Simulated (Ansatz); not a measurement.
System: AlO₂H₃, charge 0, singlet. AlO2H3 (SMILES [OH][AlH][OH]).
B3LYP-D3(BJ)/def2-TZVP minimum from Ansatz (an electronic-structure program):
```xyz
6

Al    -0.3622    -0.1707    -0.2198
H     -1.5982    -0.7533    -0.9700
O      0.0596     1.4442    -0.5197
H      0.7876     1.9317    -0.1346
O      0.4747    -1.1923     0.8440
H      1.2449    -0.9737     1.3681
```

Total energies in cc-pV(D+d)Z, 18 correlated electrons, 7 frozen orbitals. Open shells are spin-unrestricted; no spin-orbit coupling. Correlated methods leave the cores frozen. No relativity.

```csv
method,program,energy (Eh),minus CCSDT(Q) (mEh)
HF,Ansatz,-393.50916,473.11
MP2,Ansatz,-393.95401,28.27
CCSD,Ansatz,-393.97154,10.74
CCSD(T),Ansatz,-393.98041,1.87
CCSDT(Q),Ansatz,-393.98228,0.00
```

Rough core times of Ansatz's runs on a shared machine: CCSD(T) under 20 s, CCSDT(Q) 3 min.
